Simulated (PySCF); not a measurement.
GeH$_{5}$N$_{2}$Si (calculated)

Calculation on a computer-drawn molecule: optimised geometry and harmonic frequencies of an isolated molecule of the commonest isotopes, restricted reference for singlets and unrestricted otherwise, frozen core in MP2; on germanium a core potential holds 10 electrons, which the energies leave out, and 3d is frozen in MP2 and coupled-cluster steps. Program: PySCF 2.14.0.

GeH$_{5}$N$_{2}$Si

Start structure:
```xyz
9
GeH5N2Si
N      0.8935     0.4396    -0.2301
Si     0.4681    -1.0261    -0.7127
N      1.0155    -2.3706     0.2069
Ge    -1.0705    -1.8283    -2.3538
H      0.5257     1.2833    -0.6021
H      1.6637    -2.1784     0.9190
H      1.0466    -3.2517    -0.1984
H     -0.4573    -1.2018    -3.6818
H     -2.1964    -0.7850    -2.2887
```

- charge: 0
- multiplicity: 2
- method: HF
- basis: cc-pV(D+d)Z
- basis and core potential on germanium: cc-pVDZ-PP ECP10MDF
- rotational constants: 6.962, 1.841, 1.462 GHz
- total energy: -694.1063 hartree
- spin squared: 0.7643
- convergence status largest gradient component: 1.311e-05 hartree/bohr

Drawn bonds:
```
atom  other atom  order
   1           2      2
   2           3      1
   2           4      1
   1           5      1
   3           6      1
   3           7      1
   4           8      1
   4           9      1
```

Optimised structure:
```xyz
9
GeH5N2Si
N      0.7446     0.5064     0.1169
Si     0.4162    -0.8662    -0.5717
N      1.1836    -2.2767    -0.0785
Ge    -1.2085    -1.3845    -2.2290
H      0.3081     1.3764    -0.1182
H      1.8728    -2.2725     0.6494
H      1.0630    -3.1711    -0.5080
H     -0.9007    -2.6249    -3.0770
H     -1.5902    -0.2058    -3.1256
```

Modes:
```
frequency (cm⁻¹)  reduced mass (dalton)
             117                  1.045
           152.1                  3.664
           235.7                  5.032
           251.5                  1.565
           262.6                  2.527
           386.8                  3.862
           416.5                  1.169
           488.1                  1.133
           509.8                  1.079
           593.3                  1.078
           620.8                  1.304
           863.3                  1.384
           901.4                  2.069
           936.8                  1.518
            1244                  7.462
            1672                  1.131
            2200                  1.019
            2225                  1.022
            3791                  1.051
            3856                  1.079
            3903                  1.097
```
